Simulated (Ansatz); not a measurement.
Input file for Ansatz (a first-principles code): U-CCSD(T)/aug-cc-pV(T+d)Z on BeClH (SMILES [BeH][Cl]), a point of a bond scan (R = 1.455 Å). Files ending in .json are basis or fitting sets from the Basis Set Exchange.

Ansatz 0.2 input:
```yaml
crystal:
  periodic: [false, false, false]
  atoms:
    - {symbol: Be, position_ang: [-0.00000000, -0.00000000, -1.33527396]}
    - {symbol: H, position_ang: [0.00000000, 0.00000000, -2.79021191]}
    - {symbol: Cl, position_ang: [0.00000000, 0.00000000, 0.47053180]}
basis:
  gaussian:
    orbitals: aug-cc-pV_T+d_Z.json
correlation: {method: ccsd_t, electrons: outside_noble_gas}
scf: {omitted_lower_state_checks: [cluster_reference]}
magnetization: {spin_polarized: true, initial_magnetization: 0}
```

It printed:

```
WARN ansatz: RAYON_NUM_THREADS=1 ignored (pool sized by the plan → 1); use --threads N
Functional definition: HF
these checks for a lower state are left out or cut short: cluster_reference
integrals: 0.33 GiB planned
723 factors; integrals over basis functions are off by at most 1.7e-3 eV
mean field: 0.27 GiB planned
mean field evaluation 1: about -12919.2793 eV, gradient 9.3e0 eV
mean field evaluation 2: about -12919.2798 eV, gradient 9.3e0 eV
mean field evaluation 4: about -12920.1029 eV, gradient 9.3e-1 eV
mean field evaluation 8: about -12920.1126 eV, gradient 4.6e-4 eV
mean field -12920.11260850 eV, -474.8053807954 hartree, gradient 3.0e-6 eV, S^2 0.000000; 0 other end points of the search recorded, 0 dependent functions left out
6 core orbitals not correlated
reference -12920.11260850 eV, -474.8053807954 hartree; 5, 5 occupied and 113, 113 virtual orbitals, 723 factors
second order -6.61927000 eV of doubles, -0.00000000 eV of singles
coupled cluster: 0.76 GiB planned
cycle   1  -7.08559309 eV  change   -4.7e-1 eV  update   5.1e-2
cycle   2  -7.26091858 eV  change   -1.8e-1 eV  update   1.6e-2
cycle   3  -7.28419818 eV  change   -2.3e-2 eV  update   6.5e-3
cycle   4  -7.28134294 eV  change    2.9e-3 eV  update   1.8e-3
cycle   5  -7.28116850 eV  change    1.7e-4 eV  update   5.7e-4
cycle   6  -7.28110240 eV  change    6.6e-5 eV  update   1.7e-4
cycle   7  -7.28108169 eV  change    2.1e-5 eV  update   4.2e-5
cycle   8  -7.28109163 eV  change   -9.9e-6 eV  update   1.4e-5
cycle   9  -7.28109192 eV  change   -2.9e-7 eV  update   4.3e-6
perturbative correction -0.28574197 eV, -0.0105008236 hartree
Total energy: -12927.67944238 eV, -475.0834568117 hartree
Checks for a lower state left out: cluster_reference
```

The run converged.

Cost: around 11 core-seconds (rough).
